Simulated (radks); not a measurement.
Results of a calculation; reference values are marked as such.
Q: These are the eigenvalues of the occupied orbitals of an atom or ion with whole-number occupations (hartree). Code: a radial shooting solver on a logarithmic mesh with Libxc functionals. Model: non-relativistic Kohn-Sham, PBE, spin-polarised, spherical densities, point nucleus.

1s down: -144.8585
1s up: -144.8585
2s down: -15.59709
2s up: -15.59707
2p down: -12.79668
2p up: -12.79665
3s up: -2.20928
3s down: -2.20926
3p up: -1.52161
3p down: -1.52144
6f up: -0.05054

Which element is it, and in what charge state? The configuration may be excited. Open shells, if any, are filled with parallel spins first.

A: Z = 20, calcium, charge +1: Ca+ in [Ar] 6f1. The list shows which subshells hold electrons but not how many an open one holds; the 1s level, -144.86 hartree, gives Z - s = 17.0 by -(Z - s)^2/2, which with screening narrows Z to a few neighbours, and the depths of the outer levels then fix element, charge and occupations together.
